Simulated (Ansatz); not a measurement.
System: CCuO, net charge 1, singlet state. SMILES: O=[C+][Cu]
Geometry: optimised at B3LYP-D3(BJ)/def2-TZVP (Ansatz, a quantum-chemistry and plane-wave program).

Wanted: vertical electron affinity to the doublet, in eV. Terms: LANL2DZ with its own core potentials from Na on; six Cartesian d functions in 6-31G* and its kin unless marked 5d; dispersion terms only where a functional's name holds one; UHF or UKS for open shells; frozen cores in correlated levels (noble-gas shells and the d and f shells of earlier blocks); spin-orbit terms left out; each state is the SCF solution reached for its charge and spin; non-relativistic. First-principles rows: single points at B3LYP-D3(BJ) geometries (Ansatz). The spin state of an ion or metal species was assumed, not searched.

| level | program | vertical electron affinity to the doublet (eV) |
|---|---|---|
| HF/6-31G* | Ansatz | 5.06 |
| HF/6-31G* with LANL2DZ past Ar | Ansatz | 5.24 |
| PBE/6-31G* | Ansatz | 6.56 |
| PBE/6-31G* with LANL2DZ past Ar | Ansatz | 6.44 |
| B3LYP/3-21G | Ansatz | 6.74 |
| B3LYP/6-31G* | Ansatz | 6.43 |
| B3LYP/6-31G* with LANL2DZ past Ar | Ansatz | 6.36 |
| MP2/6-31G* | Ansatz | 5.72 |
| MP2/6-31G* with LANL2DZ past Ar | Ansatz | 5.61 |
| B3LYP/def2-TZVPD | Ansatz | 6.59 |
| PBE0/def2-TZVPD | Ansatz | 6.40 |

No value to compare with is used here. The 9 habitual levels span 5.06 (HF/6-31G*) to 6.74 eV (B3LYP/3-21G); PBE0/def2-TZVPD gives 6.40.

The levels are drawn from those run, B3LYP/6-31G* more often than the rest, none by its result; left out are runs that failed, that the program found above a lower state of the same kind, or whose <S^2> lies over 0.5 above the pure value.
